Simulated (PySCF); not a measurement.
Computed data sheet: hexanal (`CCCCCC=O`)

Compound: hexanal, C6H12O.
Cartesian coordinates in Å at the PBE0-D3(BJ)/def2-TZVP level; atoms count from 1:
```
atom  x, y, z in Å
C1     3.1866    0.1600    0.3707
C2     1.8898    0.7125   -0.1938
C3     0.6694   -0.0888    0.2279
C4    -0.6323    0.4764   -0.3129
C5    -1.8438   -0.3228    0.1186
C6    -3.1497    0.1694   -0.4244
O7    -3.2785    1.1068   -1.1633
H8     3.1837    0.1869    1.4640
H9     4.0511    0.7321    0.0269
H10    3.3359   -0.8803    0.0687
H11    1.9434    0.7364   -1.2880
H12    1.7625    1.7535    0.1242
H13    0.7862   -1.1269   -0.1082
H14    0.6262   -0.1307    1.3238
H15   -0.7525    1.5143    0.0132
H16   -0.5988    0.5143   -1.4060
H17   -1.9414   -0.3519    1.2129
H18   -1.7559   -1.3782   -0.1762
H19   -4.0401   -0.4094   -0.0916
```

Structural features include: aldehyde.

From PBE0-D3(BJ)/def2-TZVP geometry optimisation, gas phase (PySCF):

```
Rotational constants A, B, C : 9.942, 0.874, 0.824 GHz
```

**PBE0/pcSseg-2 ground state and GIAO shieldings, non-relativistic (PySCF)**

```
Dipole moment                                               : 2.70 D
HOMO energy                                                 : -7.39 eV
LUMO energy                                                 : -0.59 eV
HOMO–LUMO gap                                               : 6.80 eV
Lowest Hirshfeld atomic charge                              : -0.23 e on O7
Highest Hirshfeld atomic charge                             : +0.13 e on C6
13C chemical shifts (computed TMS as zero) by class         : 211.8 (C6), 52.7 (C5), 37.7 (C3), 28.8 (C2), 26.5 (C4), 17.2 (C1) ppm
1H chemical shifts (computed TMS as zero) by class          : 10.31 (H19), 2.49 (H17/H18), 1.56 (H15/H16), 1.37 (H11/H12), 1.12 (H13/H14), 0.97 (H8/H9/H10) ppm
Isotropic shieldings of nuclei other than C and H, by class : -349 (O7) ppm
Mayer bond orders between heavy atoms                       : C1–C2 0.97, C2–C3 0.96, C3–C4 0.93, C4–C5 0.94, C5–C6 0.96, C6–O7 2.04
```

Monoisotopic mass (most abundant isotopes): 100.0888 u.

The dipole matches unit charges of opposite sign 0.56 Å apart (1 e·Å = 4.8032 D). With B = h/(8π²I), that is 505.379 GHz u Å² over I, the principal moments of inertia are 50.8, 578.3 and 613.7 u Å² (most abundant isotopes). The rotational constants make it an asymmetric top with κ = (2B − A − C)/(A − C) = -0.99, nearer the prolate limit (−1).

Isolated species at its PBE0-D3(BJ)/def2-TZVP geometry (one conformer only). NMR classes are plain means over equivalent atoms (diastereotopic ones count apart unless rotation or inversion swaps them), as if these changed places fast; in this geometry the members of some classes differ.
